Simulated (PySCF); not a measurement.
# Working with the constants of ZnN

PBE0 constants of ZnN, ⁴Σ⁻ (quartet), unpaired electrons σ ↑, π ↑↑ (PySCF, no relativity, basis sets Zn def2-SVPD, N def2-SVPD; masses 63.9291 and 14.0031 u):

```
ωe              : 398.0 cm⁻¹
ωexe            : 7.28 cm⁻¹
Be              : 0.36263 cm⁻¹
αe              : 0.00651 cm⁻¹
D (centrifugal) : 1.2e-06 cm⁻¹
De to Zn + N    : 0.66 eV
```

(1) Give the vibrational terms G(v) and spacings up to v = 6.

(2) How well does the Morse estimate ωe²/(4ωexe) reproduce De, and what is D0?

The state was picked by a PBE0 search and need not be the measured ground state.

## Answers

(1) G(v) = ωe(v+½) − ωexe(v+½)².

```tsv
v	G(v) (cm⁻¹)	G(v) − G(v−1)	Bv (cm⁻¹)
0	197		0.3594
1	581	383	0.3529
2	950	369	0.3464
3	1304	354	0.3398
4	1644	340	0.3333
5	1969	325	0.3268
6	2279	311	0.3203
```

(2) It gives 0.67 eV, 102 % of the computed De. D0 = De − G(0) = 0.66 − 0.02 = 0.64 eV.
